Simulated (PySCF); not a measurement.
## Heteronuclear NMR

Numbering as in the mapped SMILES `[CH2:1]=[C:2]=[CH:3][CH2:4][O:5][CH:6]([F:7])[F:8]`. Each H is labelled by its parent atom.

Theory: geometry: PBE0-D3(BJ)/def2-SVP, B3LYP/pcJ-1 coupling constants (spin–dipole term only in couplings to heteroatoms), NMR shieldings at PBE0/pcSseg-1/GIAO, in PySCF 2.14 (equivalent nuclei averaged, in vacuum, one computed conformer, relativity neglected).

(1) Where does ¹⁹F resonate?

(2) Predict the ¹⁷O NMR data.

## Answers

(1) 
| atoms | environment | σ (ppm) | δ (ppm) |
| --- | --- | --- | --- |
| F7/F8 | fluorine of a CF2 group | 282.5 | -90.5 |

Shieldings were converted by a linear fit to measured shifts: ¹⁹F (scatter 6.9 ppm rms, 7.7 ppm with the 5 outliers that the fit left out vs CFCl3, solution or neat liquid, with a term for F on sp3 carbon). A few per cent of atoms miss by over 2 rms, more outside the fitted compound classes. Couplings are scaled by factors fitted to measured values: ²J(H,H) × 0.91 (rms 0.6 Hz), ³J(H,H) × 0.91 (rms 0.4 Hz, 0.5 with 2 outliers), ¹J(C,F) × 0.77 (rms 7.3 Hz), ³J(C,F) × 1.48 (rms 1.3 Hz); all others are unscaled and can be 10–30 % off.

Couplings (the largest are listed; each averaged over equivalent pairs): ¹J(C6,F7) = -245.8 Hz, ²J(F7,F8) = 127.1 Hz, ²J(F7,H(C6)) = 87.3 Hz, ²J(O5,F7) = -35.1 Hz, ³J(C4,F7) = 5.4 Hz.

On a 400 MHz spectrometer ¹⁹F resonates near 376.4 MHz, so 1 ppm is 376.4 Hz.

(2) 
```tsv
atoms	environment	σ (ppm)	δ (ppm)
O5	ether oxygen	221.9	66.2
```

Shieldings were converted by a linear fit to measured shifts: ¹⁷O: δ = 264.06 − 0.892σ (rms 13.4 ppm, 147 shifts, 14.2 ppm with the 1 outlier that the fit left out vs liquid water, solution or neat liquid). Occasional misses reach two or three times the rms, and more in compound classes unlike the fitted ones. Couplings are scaled by factors fitted to measured values: ²J(H,H) × 0.91 (rms 0.6 Hz), ³J(H,H) × 0.91 (rms 0.4 Hz, 0.5 with 2 outliers), ¹J(C,F) × 0.77 (rms 7.3 Hz), ³J(C,F) × 1.48 (rms 1.3 Hz); all others are unscaled and can be 10–30 % off.

Couplings (the largest are listed; each averaged over equivalent pairs; quadrupolar broadening usually hides them): ¹J(C4,O5) = 21.9 Hz, ¹J(O5,C6) = 21.4 Hz, ²J(O5,F7) = -35.1 Hz, ²J(O5,H(C4)) = -8.2 Hz, ²J(O5,H(C6)) = -4.9 Hz, ³J(C2,O5) = -1.4 Hz.

On a 600 MHz spectrometer ¹⁷O resonates near 81.3 MHz, so 1 ppm is 81.3 Hz.
